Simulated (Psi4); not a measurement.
Level of theory: SAPT0/jun-cc-pVDZ, frozen core in Psi4.

Psi4 input:

```
molecule {
0 1
C 0.63660530 -0.80233121 0.04195046
C -0.78453956 -0.65611512 -0.06363790
C -1.02799043 0.67703882 -0.07231754
O 0.13933112 1.37161546 0.01994682
C 1.14271056 0.45395876 0.08901351
H 1.19844717 -1.72002914 0.07748136
H -1.51934171 -1.44062457 -0.12437984
H -1.92472534 1.26699570 -0.13498415
H 2.13950289 0.84949129 0.16692729
--
0 1
C -1.67332767 -0.17740567 -3.63146448
C -0.49880445 -0.97822157 -3.61739213
C 0.55489810 -0.15733947 -3.29540585
N 0.05651686 1.10697055 -3.11559806
C -1.29932419 1.10687884 -3.31765363
H -2.67593082 -0.50642852 -3.84694038
H -0.43535909 -2.03405661 -3.82009331
H 1.60427463 -0.36652595 -3.18112822
H 0.60301917 1.91281984 -2.87226566
H -1.87916419 2.00843536 -3.22286537
units angstrom
symmetry c1
no_reorient
no_com
}
set basis jun-cc-pvdz
set scf_type df
set freeze_core true
energy('sapt0')
```

Part of the output:

```
    SAPT Results
  --------------------------------------------------------------------------------------------------------
    Electrostatics                 -5.21117303 [mEh]      -3.27006045 [kcal/mol]     -13.68193290 [kJ/mol]
      Elst10,r                     -5.21117303 [mEh]      -3.27006045 [kcal/mol]     -13.68193290 [kJ/mol]

    Exchange                       14.96039611 [mEh]       9.38779029 [kcal/mol]      39.27851458 [kJ/mol]
      Exch10                       14.96039611 [mEh]       9.38779029 [kcal/mol]      39.27851458 [kJ/mol]
      Exch10(S^2)                  14.92975079 [mEh]       9.36856006 [kcal/mol]      39.19805530 [kJ/mol]

    Induction                      -1.60874002 [mEh]      -1.00949960 [kcal/mol]      -4.22374634 [kJ/mol]
      Ind20,r                      -6.70288591 [mEh]      -4.20612441 [kcal/mol]     -17.59842453 [kJ/mol]
      Exch-Ind20,r                  6.11486807 [mEh]       3.83713764 [kcal/mol]      16.05458390 [kJ/mol]
      delta HF,r (2)               -1.02072218 [mEh]      -0.64051284 [kcal/mol]      -2.67990571 [kJ/mol]

    Dispersion                    -10.88888525 [mEh]      -6.83287865 [kcal/mol]     -28.58876429 [kJ/mol]
      Disp20                      -12.99268698 [mEh]      -8.15303417 [kcal/mol]     -34.11229495 [kJ/mol]
      Exch-Disp20                   2.10380172 [mEh]       1.32015551 [kcal/mol]       5.52353067 [kJ/mol]
      Disp20 (SS)                  -6.49634349 [mEh]      -4.07651708 [kcal/mol]     -17.05614748 [kJ/mol]
      Disp20 (OS)                  -6.49634349 [mEh]      -4.07651708 [kcal/mol]     -17.05614748 [kJ/mol]
      Exch-Disp20 (SS)              1.23548235 [mEh]       0.77527688 [kcal/mol]       3.24375846 [kJ/mol]
      Exch-Disp20 (OS)              0.86831937 [mEh]       0.54487863 [kcal/mol]       2.27977220 [kJ/mol]

  Total HF                          8.14048306 [mEh]       5.10823024 [kcal/mol]      21.37283534 [kJ/mol]
  Total SAPT0                      -2.74840219 [mEh]      -1.72464841 [kcal/mol]      -7.21592895 [kJ/mol]
```
